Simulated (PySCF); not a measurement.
Ti(F)3(OH)(OH2) (F3H3O2Ti), SMILES [F][Ti]([OH])(<-[OH2])([F])[F], multiplicity 1.

The structure is a stationary point at B3LYP-D3(BJ)/def2-SVP. The spin state was assumed, not searched. The values are those of a single conformer.

Calculation: B3LYP-D3(BJ)/def2-SVP (PySCF).

Frequencies are harmonic and unscaled.

Computed harmonic wavenumbers and intensities:
```tsv
mode	ν (cm⁻¹)	IR (km/mol)	Raman (Å⁴/amu)	depolarisation	moving atoms (share of kinetic energy)
1	38	78.8	4.3	0.75	H 62 %, F 22 %, O 13 %
2	117	4.2	1.2	0.75	F 49 %, O 41 %, H 9 %
3	143	25.4	1.5	0.75	O 37 %, H 30 %, F 30 %
4	199	8.5	2.3	0.75	H 55 %, F 30 %, O 8 %
5	209	21.2	1.1	0.74	F 58 %, Ti 15 %, O 15 %, H 13 %
6	227	53.7	1.2	0.73	H 50 %, F 32 %, O 12 %
7	241	54.5	2.0	0.73	F 47 %, O 24 %, H 18 %, Ti 11 %
8	244	8.6	0.6	0.75	O 59 %, Ti 16 %, F 15 %, H 11 %
9	272	74.3	0.9	0.73	F 47 %, O 30 %, Ti 12 %, H 10 %
10	291	59.9	0.7	0.69	F 48 %, O 35 %, H 9 %
11	386	152.9	1.6	0.74	H 61 %, O 30 %, F 9 %
12	480	290.4	1.0	0.37	H 79 %, O 15 %
13	534	6.5	2.9	0.75	H 78 %, O 11 %, F 11 %
14	685	18.5	10.6	0.00	F 92 %
15	785	232.3	1.1	0.65	F 54 %, Ti 40 %
16	793	234.4	5.8	0.36	F 39 %, Ti 36 %, O 23 %
17	817	206.9	11.4	0.20	O 40 %, Ti 34 %, F 20 %
18	1605	76.8	4.9	0.72	H 93 %
19	3770	48.1	56.8	0.08	H 96 %
20	3864	105.0	23.6	0.75	H 93 %
21	3883	239.8	128.2	0.33	H 94 %
```
